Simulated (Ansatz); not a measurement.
Frontier orbitals of AlF$_{3}$H$_{2}$O, SMILES `[OH2+][Al-]([F])([F])[F]`.

Z-matrix (Å, degrees):
```
Al
F 1 1.655
F 1 1.644 2 117.2
O 1 1.937 2 96.2 3 110.8
F 1 1.655 2 118.0 3 -148.9
H 4 0.965 1 112.3 2 -1.7
H 4 0.965 1 112.3 2 120.8
```

Charge 0, multiplicity 1. The geometry is a stationary point of PBE0-D4/def2-TZVP. It is one conformer, not always the lowest. Basis def2-TZVPP, Ansatz.

| functional | HOMO (eV) | LUMO (eV) | gap (eV) |
| --- | --- | --- | --- |
| LDA (SPW92) | -8.82 | -1.93 | 6.89 |
| PBE | -8.55 | -1.79 | 6.76 |
| PBE0 | -10.63 | -0.88 | 9.75 |
| B3LYP | -10.32 | -1.31 | 9.01 |
| r2SCANh | -9.82 | -0.79 | 9.03 |
| CAM-B3LYP | -12.22 | -0.14 | 12.08 |
| LC-ωPBE | -13.51 | 1.31 | 14.82 |
| ωB97M-V | -13.17 | 0.63 | 13.80 |

A quarter of exact exchange (PBE0) shifts PBE's HOMO by −2.08 eV and its LUMO by +0.91 eV; full exchange at long range (ωB97M-V) shifts them by −4.62 and +2.43 eV. The gap opens from 6.76 to 13.80 eV, since occupied levels lose self-interaction and empty ones feel all the electrons. A positive LUMO is unbound and depends on the basis.

B3LYP here is the variant with VWN-RPA as its local correlation; programs differ in this. LC-ωPBE has ω = 0.4 bohr⁻¹.
